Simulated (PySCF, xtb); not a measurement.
BrSi, SMILES [Si]Br (connectivity only; charge and spin as stated), charge +1, multiplicity 1.

GFN2-xTB run with xtb at its own geometry gives an orbital gap of 3.22 eV.

The structure is a stationary point at B3LYP-D3(BJ)/def2-TZVP. The multiplicity is an assumed one; other spin states were not compared.

What does B3LYP/def2-TZVPD run with PySCF give? (The exact figures need the calculation; the answer reports its results.)

gap 5.71 eV (levels -15.34 and -9.63 eV).
